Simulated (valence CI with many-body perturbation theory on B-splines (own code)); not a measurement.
**Ce XIX in three bases**

Computed by relativistic CI+MBPT: four valence electrons over a frozen Dirac-Fock core [Kr], radial functions for each j: 7 s, 7 p, 8 d, 6 f, 4 g, 1 h, with the one-electron correlation potential Σ1 (screened to all orders), the two-electron term Σ2, the three-electron term Σ3, Breit, model QED; selected single and double excitations, second order for the rest, scaled by the run's own slope (own B-spline code, finite nucleus).

No measured spectrum was set against this ion. As an estimate, terms of the open shell hold to 2 to 4 % of their energy, and close levels can change places. Only levels of the ground parity were solved; by the run's estimate the other parity begins above the list, which can be wrong where configurations are misplaced.

The reference run has the lowest level 4d4 5D_0 [a] and an ionisation energy of 509.703 eV. Its largest variational space holds 19993 state functions.

Names give the largest LS component (configuration and term), which can be under half, so a name can repeat, a term be missing and a line seem to break the LS rules; names also repeat where a configuration has a term twice. Letters in brackets count levels of one name in rising energy.

Changed runs:
A. basis 6 s, 6 p, 5 d, 5 f, 1 g
B. basis 5 s, 5 p, 4 d, 4 f

Excitation energies of the reference run in cm⁻¹, and shifts in cm⁻¹:

```
                 Level  Reference       A       B
              4d4 5D_1      16848    -145    -333
              4d4 5D_2      29226    -183    -383
              4d4 5D_3      37462    -152    -262
              4d4 5D_4      40356     -17    +112
          4d4 5D_0 [b]      57194     +61    +200
              4d4 3H_4      59766     -10    +260
              4d4 3G_3      68373     +69    +632
              4d4 3F_2      70765    +158    +880
              4d4 3H_5      73366     +55    +600
          4d4 3P_1 [a]      76170    +113    +660
              4d4 3H_6      79252     +98    +733
              4d4 3G_4      86142    +122    +783
Ionisation energy (eV)    509.703  -0.056  -0.130
```
